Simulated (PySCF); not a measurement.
# Lu²⁺ (lutetium, charge +2) across methods

[Xe] 4f14 6p1, 2P determinant (an excited configuration). Calculation: PySCF 2.14, in ANO-RCC-VTZP (8s7p5d3f2g1h, 104 functions); the spin-free X2C one-electron Hamiltonian (Gaussian nucleus).

```tsv
method	E (hartree)	mean ε 4f α (eV)	mean ε 4f β (eV)	mean ε 6p α (eV)	Σ⟨r²⟩ (bohr²)	⟨S²⟩
UHF	-14557.01120	-41.049	-41.024	-15.030	49.11	0.750
PW91	-14563.67	-28.484	-28.454	-13.649	47.90	0.750
PBE0	-14561.88	-31.747	-31.720	-14.079	48.02	0.750
LDA	-14552.44	-28.768	-28.738	-13.607	47.74	0.750
r2SCAN	-14562.20	-28.377	-28.333	-13.621	47.91	0.750
B3LYP	-14562.41	-31.051	-31.023	-13.987	47.92	0.750
PBE	-14562.14	-28.384	-28.354	-13.617	47.93	0.750
```

Spin-orbit coupling, absent here, splits the open shell strongly.
